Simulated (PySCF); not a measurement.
Vertical excitations of a molecule C5H6Se from TDDFT-LC-ωPBE/def2-SVPD (PySCF), as energy in eV (oscillator strength): 5.10 (0.000), 6.15 (0.026), 6.30 (0.000), 6.69 (0.006), 6.73 (0.003), 7.29 (0.104), 7.51 (0.024), 7.77 (0.041), 7.96 (0.120), 8.00 (0.044). Lowest triplet (TDA): 4.58 eV. Geometry optimised at PBE0-D3(BJ)/def2-SVP. The values are those of a single conformer.

Q: Which structure fits?
(A) C#C[C@H]1C[C@H]1[SeH]
(B) C#CC(=C)[Se]C
(C) Cc1ccc[se]1
(D) [SeH]C1C=CC=C1

A: A, C#C[C@H]1C[C@H]1[SeH]
